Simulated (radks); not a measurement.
The tellurium ion Te29+, 23 electrons, occupied as [Ar] 3d5.

Calculated with a radial shooting solver on a logarithmic mesh with Libxc functionals: scalar-relativistic Kohn-Sham, LB94 model potential, spin-polarised, spherical densities, finite nucleus; open shells are filled with parallel spins first (spin-orbit coupling, left out, can overturn this in heavy ions); Fermi nuclear charge, rms radius 4.7423 fm.

Energy parts (eV):
part                   energy
kinetic            179299.203
electron-nucleus  -381987.954
Hartree             36061.525
(The LB94 potential has no energy functional, so no total or exchange-correlation energy is given.)

Orbitals (lengths in bohr, moments of r in powers of bohr; <r^-3> diverges for s and p1/2; r(90%) holds 90 % of the orbital's charge):
\begin{tabular}{lrrrrr}
orbital & occ. & eigenvalue (eV) & <r^4> & <r^-3> & r(90%) \\ \hline
1s down & 1 & -33049.77 & 2.850e-06 & - & 0.0499 \\
1s up & 1 & -33049.30 & 2.850e-06 & - & 0.0499 \\
2s up & 1 & -6139.826 & 0.0004752 & - & 0.184 \\
2s down & 1 & -6139.514 & 0.0004717 & - & 0.183 \\
2p down & 3 & -5651.454 & 0.0003378 & 5490 & 0.169 \\
2p up & 3 & -5650.861 & 0.0003405 & 5482 & 0.169 \\
3s up & 1 & -2083.545 & 0.01678 & - & 0.446 \\
3s down & 1 & -2065.480 & 0.01700 & - & 0.447 \\
3p up & 3 & -1925.695 & 0.01657 & 1189 & 0.446 \\
3p down & 3 & -1907.443 & 0.01683 & 1178 & 0.448 \\
3d up & 5 & -1707.081 & 0.01228 & 171.2 & 0.416 \\
3d down & 0 & -1689.662 & 0.01244 & 172.1 & 0.418 \\
\end{tabular}

The highest occupied level is 3d up at -1707.1 eV. For comparison, the ionisation energy in NIST's Atomic Spectra Database is 1707 eV (theoretical). In exact Kohn-Sham theory the highest level is minus the ionisation energy, but local and semilocal functionals leave it too shallow, through self-interaction and a potential that decays too fast; potentials with the right tail come closer. The spin density at the nucleus is 2.86 e/bohr^3 (1s 2.88, 2s -27.18, 3s 27.16).
